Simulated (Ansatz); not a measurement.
Computed with Ansatz on PBE0-D4/def2-TZVP structures; ΔE is electronic, products minus reactants. CCSD(T)/CBS adds triple-zeta CCSD(T) − MP2 to the extrapolated MP2 energy (def2 sets, frozen cores). This one scheme is used for every species, atoms too. For atomizations the MP2-based limit and the directly extrapolated one differ by several kJ/mol either way, and by 10 to 25 for some Ge, Se and Sn compounds, so smaller differences from it don't rank the levels. Functionals use def2-TZVPP. Open shells (•) are unrestricted, without spin–orbit coupling. Spin–orbit coupling would lower the free atoms: a little for Cl, Si; clearly for Ge. For Ge outer-core shells are correlated without core-valence functions, so the limit isn't a true one: a few kJ/mol of doubt a bond, and 10 to 20 or more in all where bonds break to atoms. Scalar relativity is left out up to krypton. Each species was taken in one conformer, which may not be the lowest.

Reaction (atomization): `[SiH3][GeH2][SiH2]Cl` → Cl• + Ge• + 7 H• + 2 Si•

| level | ΔE (eV) | difference from CCSD(T)/CBS |
| --- | --- | --- |
| revPBE-D4 | 31.28 | -1.05 |
| BLYP-D4 | 31.51 | -0.82 |
| B97M-V | 32.55 | 0.22 |
| BHLYP-D4 | 31.80 | -0.53 |
| ωB97M-V | 32.10 | -0.23 |
| PBE | 31.44 | -0.89 |
| PBE0 | 31.52 | -0.81 |
| r2SCANh | 32.09 | -0.24 |
| BHLYP | 31.37 | -0.96 |
| CCSD(T)/def2-TZVPP | 31.54 | -0.79 |
| CCSD(T)/CBS | 32.33 | 0 |

Largest T1 diagnostic among the species: 0.012.

The D4 term adds +0.48 eV with B3LYP and +0.26 eV with PBE0; it sums over pairs of atoms, weighted by their polarisabilities, and B3LYP, whose exchange is more repulsive, gets the larger term. Leaving LDA and LC-ωPBE aside and taking each functional with its dispersion term where it has one, the values spread over 1.28 eV, from revPBE-D4 to B97M-V. LDA lies +4.10 eV from PBE without D4, its usual overbinding.

B3LYP here is the variant with VWN-RPA as its local correlation; programs differ in this.
